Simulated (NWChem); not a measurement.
Molecule: CH₃ClSe; SMILES C[Se]Cl

This build's default masses of Se (78.918 u) and Br (79.917 u) are each other's, which moves their modes by up to 0.6 %.

Problem. Give the equilibrium geometry at PBE0/def2-SVP (NWChem) as an XYZ file, with the point group.

Solution. point group Cs; any orientation.
```
6

Se    -0.4623     0.4733     0.0009
Cl     0.1817    -1.6201    -0.0009
C      1.2991     1.2695     0.0009
H      1.1312     2.3578     0.0042
H      1.8496     0.9852    -0.9049
H      1.8515     0.9802     0.9039
```
